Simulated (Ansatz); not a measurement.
(1) Predict a relaxed structure of Hg2O2, charge 0, singlet, at PBE0-D4/def2-TZVP (Ansatz).

Results:

(1) 
Cartesian coordinates in Å:
```
Hg 2.025 -0.330 -0.405
Hg -2.025 0.331 0.405
O -0.036 0.518 -0.603
O 0.036 -0.518 0.603
```
Point group D2h (tolerance 0.1 Å). This is one stationary point.

In the def2 sets Hg takes a core potential; there is no spin–orbit coupling. The restricted singlet is unstable: a solution with broken spin symmetry lies lower. At PBE0-D4/def2-TZVP a triplet of charge 0 lies 4.00 eV below the restricted singlet, each at its own geometry. The structure comes from a short search, and lower isomers may exist.
